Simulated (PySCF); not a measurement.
# Nuclear quadrupole coupling in SiH2Me(OEt)

Species: SiH2Me(OEt), C3H10OSi.
Geometry (PBE0-D3(BJ)/def2-SVP, Å), atoms numbered from 1 in this order:
```
atom  x, y, z in Å
Si1    0.5757    1.2698    0.3830
H2     0.5706    1.3502    1.8808
H3     2.0041    1.3258   -0.0712
C4    -0.4174    2.6556   -0.3670
H5    -0.0144    3.6323   -0.0566
H6    -1.4683    2.5982   -0.0452
H7    -0.3903    2.6035   -1.4659
O8    -0.1193   -0.1651   -0.1068
C9     0.3507   -1.4342    0.2740
C10   -0.5488   -2.5000   -0.3069
H11    1.3902   -1.5826   -0.0803
H12    0.3773   -1.5223    1.3784
H13   -0.1988   -3.5045   -0.0247
H14   -1.5791   -2.3723    0.0572
H15   -0.5650   -2.4303   -1.4048
```

Field gradients from the PBE0/pcSseg-1 density (PySCF, non-relativistic), principal values in atomic units, ordered |Vxx| ≤ |Vyy| ≤ |Vzz|:

| atom | Vxx | Vyy | Vzz |
| --- | --- | --- | --- |
| O8 | -0.4223 | -1.2722 | 1.6944 |

Find the asymmetry η = (Vxx − Vyy)/Vzz and the couplings χ = eQV/h (234.96 MHz × Q in barn × V in au), with Q(17O) = −0.0256 b.

```json
{"atom": "O8", "environment": "oxygen bonded to C and Si", "nucleus": "17O", "η": "0.50", "χzz (MHz)": "-10.19", "χxx (MHz)": "2.54", "χyy (MHz)": "7.65"}
```

The tensor is traceless: Vxx + Vyy + Vzz = 0.

What is Vzz at O8 in SI units (1 au = 9.71736 × 10²¹ V/m²)?

1.6944 au = 16.465 × 10²¹ V/m².

What couplings would deuterons (Q(2H) = 0.00286 b) have in place of the hydrogens, at this geometry?

```tsv
atom	bonded to	bond length (Å)	Vzz (au)	η	χzz (kHz)
H2	Si1	1.500	0.1340	0.03	90
H3	Si1	1.500	0.1340	0.03	90
H5	C4	1.101	0.2973	0.01	200
H6	C4	1.101	0.2982	0.01	200
H7	C4	1.100	0.2984	0.01	201
H11	C9	1.108	0.2687	0.07	181
H12	C9	1.108	0.2682	0.08	180
H13	C10	1.100	0.2923	0.03	196
H14	C10	1.100	0.2918	0.03	196
H15	C10	1.100	0.2918	0.03	196
```

One conformer (not necessarily the lowest) at the PBE0-D3(BJ)/def2-SVP geometry, without solvent, vibrations or thermal averaging. A larger basis could move these couplings by a tenth or more.

These values come from a run that also computed NMR shieldings. Hardware: an AMD EPYC 7R43 with one thread, no GPU, shared host with 256 logical CPUs at a one-minute load of 33. Cost: 15 s wall (with the writing of density and orbital grids), 0.70 GiB resident at most.
